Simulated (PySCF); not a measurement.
**Continuum solvent and chemical shifts**

Mapped SMILES: `[N:1]#[C:2][c:3]1[cH:4][cH:5][c:6]([B:7]([F:8])[F:9])[cH:10][cH:11]1`. Hydrogens are named by the atom that carries them.

GIAO PBE0/pcSseg-1 in PySCF on one PBE0-D3(BJ)/def2-SVP conformer, non-relativistic, equivalent nuclei averaged. Solvents enter as an IEF-PCM continuum (acetone with ε = 20.5, water with ε = 78.4) around the gas-phase geometry. Shifts are referred to TMS, BF3·OEt2, CFCl3 computed in the same medium.

In acetone, δ in ppm: C5/C10 144.8, C4/C11 141.0, C6 134.1, C2 128.6, C3 122.1, B7 25.2, F8/F9 -86.5, H(C5)/H(C10) 8.41, H(C4)/H(C11) 8.15. Dipole moment 3.11 D.

Question: How does each δ change in the more polar medium?

Answer: 
```csv
atoms,environment,"Δδ, water"
C5/C10,aromatic CH,+0.1
C4/C11,aromatic CH,+0.2
C6,substituted aromatic carbon,+0.1
C2,nitrile carbon,+0.3
C3,substituted aromatic carbon,-0.1
B7,"boron bonded to C, 2 F",0.0
F8/F9,fluorine bonded to B,0.0
H(C5)/H(C10),hydrogen on an aromatic CH,+0.01
H(C4)/H(C11),hydrogen on an aromatic CH,+0.02
```

Changes are relative to acetone. The dipole moment becomes 3.16 D in water.

Question: Which nuclei move most (in ppm), and what does the model miss?

Answer: C2 (nitrile carbon, +0.3 ppm) in water. A continuum only polarises the solute; specific hydrogen bonds, the anisotropy of aromatic solvents and changes of geometry or conformer are outside it.
